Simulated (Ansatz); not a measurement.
# Which is lower?

The two ends of one reaction step of Al2H4ClO4, doublet (PBE0-D4/def2-TZVP).

A:

| atom | x (Å) | y (Å) | z (Å) |
| --- | --- | --- | --- |
| Al1 | 0.2554 | -0.0710 | 0.8408 |
| O2 | 1.2314 | -0.0600 | -0.5399 |
| Al3 | -0.0524 | -0.2176 | -1.7410 |
| O4 | -1.2375 | -0.0793 | -0.1193 |
| O5 | -0.5397 | -1.7748 | -2.2953 |
| Cl6 | 0.2975 | -1.0090 | 2.7224 |
| H7 | 1.1968 | 2.1051 | 0.7332 |
| O8 | 0.5630 | 1.7578 | 1.3790 |
| H9 | -2.0273 | -0.6130 | -0.0230 |
| H10 | -0.5655 | -1.9707 | -3.2303 |
| H11 | 0.8782 | 1.9326 | 2.2734 |

B:

```
11
angstrom
Al 0.1855 0.3556 1.0890
O 1.1339 0.2632 -0.4653
Al -0.2774 -0.0365 -1.6506
O -1.2144 0.0530 -0.0406
O -0.4670 -1.6641 -2.1360
Cl 0.3895 -1.2749 2.4096
H 1.9184 0.7801 -0.6497
O 0.3351 1.9259 1.7073
H -1.9131 -0.5781 0.1433
H -0.4216 -1.9355 -3.0507
H 0.3310 2.1113 2.6438
```

Ansatz 0.2.0; basis: def2-TZVPP; cores frozen in the correlated methods; orbitals are unrestricted. B3LYP uses VWN-RPA correlation.

Task: Which structure is lower at CCSD(T), and by how much? (Judge from chemistry; the value comes from the calculation.)

Result: By the calculation: B, by 1.180 eV (electronic energy, against the other). By their contacts, A is Al₂H₄ClO₄ ([OH][Al]12[O][Al]1([OH2])([Cl])[OH]2) and B is Al₂H₄ClO₄ ([OH][Al]1[OH][Al]([OH])([Cl])[OH]1).

All methods give the same order:

| method | E(B) − E(A) (eV) |
| --- | --- |
| SPW92 | -1.044 |
| PBE-D4 | -1.060 |
| BLYP-D4 | -1.115 |
| r2SCAN-D4 | -1.143 |
| B97M-V | -1.160 |
| PBE0-D4 | -1.148 |
| B3LYP-D4 | -1.184 |
| r2SCAN0-D4 | -1.196 |
| BHLYP-D4 | -1.270 |
| CAM-B3LYP-D4 | -1.212 |
| wB97X-V | -1.179 |
| wB97M-V | -1.155 |
| B2PLYP | -1.177 |
| PBE-QIDH | -1.182 |
| RPA on PBE | -1.196 |
| HF | -1.363 |
| MP2 | -1.173 |
| CCSD | -1.220 |
| CCSD(T) | -1.180 |

The T1 diagnostic stays at or below 0.014. ⟨S²⟩ of the unrestricted Hartree–Fock references: 0.75 (a pure state has 0.75).

Labels in which every atom is bracketed show which atoms are joined, not bond orders.

For scale, one of the runs: CCSD(T)/def2-TZVPP, 306 basis functions, launched by `ansatz run in.yaml --threads 4 --pin off --events-out ev --progress --plain --max-ram 66560MiB --backend cuda --devices 0, --max-vram 37GiB`. The run took 30 s on 4 CPU threads of an AMD EPYC 7R13 and a share of one NVIDIA H100 (shared host), with 0.87 GiB of host memory at its peak.
